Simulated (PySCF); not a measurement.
## Correlation energy of Cu²⁺ (copper, charge +2)

Starting occupation: [Ar] 3d9, 3d3/2 with m_j = -3/2, -1/2, +1/2, +3/2, 3d5/2 with m_j = -3/2, -1/2, +1/2, +3/2, +5/2. All numbers are calculated (PySCF 2.14, X2C-1e with screened-nucleus spin-orbit coupling, Gaussian nucleus, in x2c-TZVPPall-2c (6s7p4d2f1g, 70 functions)). Frozen: [Ne]; 17 electrons correlated; the 6 highest virtual spinors left out.

MP2 pair energies summed by pair of shells (mhartree):

| pair | energy | share (%) |
| --- | --- | --- |
| 3d-3d | -324.86 | 48.0 |
| 3d-3p | -217.34 | 32.1 |
| 3p-3p | -57.82 | 8.5 |
| 3d-3s | -46.94 | 6.9 |
| 3p-3s | -26.12 | 3.9 |
| 3s-3s | -3.98 | 0.6 |

Total MP2 correlation energy: -677.06 mhartree.

The GHF reference relaxed away from the jj start to a determinant that is no pure jj level (⟨S²⟩ = 0.75, ⟨J²⟩ = 8.75); the energies belong to that determinant.

This basis was not built for core-valence correlation, so the inner-shell part is incomplete.
